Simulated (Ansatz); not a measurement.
Computed with B3LYP-D3(BJ)/def2-TZVP run with Ansatz (an electronic-structure program). No frequencies were computed at this level.

Ansatz 0.2 input:
```yaml
crystal:
  periodic: [false, false, false]
  atoms:
    - { symbol: C, position_ang: [-1.801453, -0.090467, -0.270439] }
    - { symbol: Al, position_ang: [0.000311, -0.300202, 0.615081] }
    - { symbol: C, position_ang: [1.801446, 0.077133, -0.214413] }
    - { symbol: H, position_ang: [-2.609726, -0.492945, 0.352955] }
    - { symbol: H, position_ang: [-2.053339, 0.957938, -0.470111] }
    - { symbol: H, position_ang: [-1.858702, -0.612387, -1.23311] }
    - { symbol: H, position_ang: [2.020341, -0.583938, -1.061577] }
    - { symbol: H, position_ang: [1.884533, 1.103442, -0.591503] }
    - { symbol: H, position_ang: [2.616581, -0.058579, 0.507597] }
basis:
  gaussian: { orbitals: def2-tzvp }
hamiltonian:
  xc: b3lyp
  dispersion: d3bj
relax:
  max_steps: 150
magnetization:
  spin_polarized: true
  initial_magnetization: 1
```

Output:

```
Functional definition: B3LYP
883 factors; their error is unknown
mean field evaluation 1: about -8754.7350 eV, gradient 5.6e1 eV
mean field evaluation 2: about -8741.2717 eV, gradient 6.9e1 eV
mean field evaluation 4: about -8769.7012 eV, gradient 1.5e0 eV
mean field evaluation 8: about -8769.7126 eV, gradient 2.1e-1 eV
mean field evaluation 16: about -8769.7128 eV, gradient 2.2e-5 eV
mean field -8769.71277588 eV, -322.2810001887 hartree, gradient 2.2e-5 eV, S^2 0.751656; 0 other end points of the search recorded, 0 dependent functions left out
reference -8769.71304690 eV, -322.2810101486 hartree; 16, 15 occupied and 119, 120 virtual orbitals, 883 factors
relax step   1: F+E_penalty+E_count = -8769.96398307 eV  Δ(F+E_penalty+E_count) = +0.000e0 eV  max|allowed force component| = 2.156e-1 eV/Å  Δτ_max = 0.0000 Å  (29 SCF iters, accepted)
these checks for a lower state are left out or cut short: starts, cluster_reference, orbital_swaps, neighbouring_geometries, increment
883 factors; their error is unknown
mean field -8769.75943707 eV, -322.2827149559 hartree, gradient 2.0e-5 eV, S^2 0.751609; 0 other end points of the search recorded, 0 dependent functions left out
reference -8769.75970531 eV, -322.2827248135 hartree; 16, 15 occupied and 119, 120 virtual orbitals, 883 factors
relax step   2: F+E_penalty+E_count = -8770.01548066 eV  Δ(F+E_penalty+E_count) = -5.150e-2 eV  max|allowed force component| = 2.617e-1 eV/Å  Δτ_max = 0.1294 Å  (30 SCF iters, accepted)
these checks for a lower state are left out or cut short: starts, cluster_reference, orbital_swaps, neighbouring_geometries, increment
883 factors; their error is unknown
mean field -8769.77008725 eV, -322.2831063426 hartree, gradient 1.0e-5 eV, S^2 0.751592; 0 other end points of the search recorded, 0 dependent functions left out
reference -8769.77035444 eV, -322.2831161619 hartree; 16, 15 occupied and 119, 120 virtual orbitals, 883 factors
relax step   3: F+E_penalty+E_count = -8770.02894681 eV  Δ(F+E_penalty+E_count) = -1.347e-2 eV  max|allowed force component| = 9.634e-2 eV/Å  Δτ_max = 0.0820 Å  (30 SCF iters, accepted)
these checks for a lower state are left out or cut short: starts, cluster_reference, orbital_swaps, neighbouring_geometries, increment
883 factors; their error is unknown
mean field evaluation 32: about -8769.7676 eV, gradient 1.1e0 eV
mean field -8769.77109202 eV, -322.2831432673 hartree, gradient 8.4e-6 eV, S^2 0.751603; 0 other end points of the search recorded, 0 dependent functions left out
reference -8769.77135856 eV, -322.2831530627 hartree; 16, 15 occupied and 119, 120 virtual orbitals, 883 factors
relax step   4: F+E_penalty+E_count = -8770.03084429 eV  Δ(F+E_penalty+E_count) = -1.897e-3 eV  max|allowed force component| = 1.530e-2 eV/Å  Δτ_max = 0.0264 Å  (31 SCF iters, accepted)
these checks for a lower state are left out or cut short: starts, cluster_reference, orbital_swaps, neighbouring_geometries, increment
883 factors; their error is unknown
mean field -8769.77104895 eV, -322.2831416845 hartree, gradient 7.5e-6 eV, S^2 0.751612; 0 other end points of the search recorded, 0 dependent functions left out
reference -8769.77131535 eV, -322.2831514748 hartree; 16, 15 occupied and 119, 120 virtual orbitals, 883 factors
relax step   5: F+E_penalty+E_count = -8770.03095670 eV  Δ(F+E_penalty+E_count) = -1.124e-4 eV  max|allowed force component| = 6.366e-3 eV/Å  Δτ_max = 0.0101 Å  (32 SCF iters, accepted)
883 factors; their error is unknown
mean field evaluation 64: about -8769.7710 eV, gradient 2.1e-5 eV
mean field -8769.77104895 eV, -322.2831416845 hartree, gradient 1.5e-5 eV, S^2 0.751612; 1 other end points of the search recorded, 0 dependent functions left out
reference -8769.77131535 eV, -322.2831514748 hartree; 16, 15 occupied and 119, 120 virtual orbitals, 883 factors
Total energy: -8770.03122311 eV, -322.2927029087 hartree
Atom 0 at    -1.683938    -0.098937    -0.256331 Å, force    -0.004035     0.006366     0.000494 eV/Å
Atom 1 at     0.000522    -0.352719     0.749763 Å, force     0.000192    -0.003559     0.001850 eV/Å
Atom 2 at     1.684473     0.071522    -0.197948 Å, force     0.002760     0.000581    -0.002772 eV/Å
Atom 3 at    -2.576369    -0.444099     0.266217 Å, force     0.001311    -0.000437    -0.000317 eV/Å
Atom 4 at    -1.813219     0.966998    -0.477112 Å, force     0.001560    -0.002643    -0.001415 eV/Å
Atom 5 at    -1.622789    -0.621694    -1.217166 Å, force     0.000068    -0.001722     0.000356 eV/Å
Atom 6 at     1.784733    -0.587033    -1.068327 Å, force    -0.000810     0.001197     0.000886 eV/Å
Atom 7 at     1.643742     1.099449    -0.575280 Å, force    -0.000150    -0.000096     0.000554 eV/Å
Atom 8 at     2.582838    -0.033492     0.410663 Å, force    -0.000895     0.000313     0.000364 eV/Å
Dipole moment:     0.000008     0.019122    -0.055157 e Å
```

Cost: around 30 core-seconds (rough).
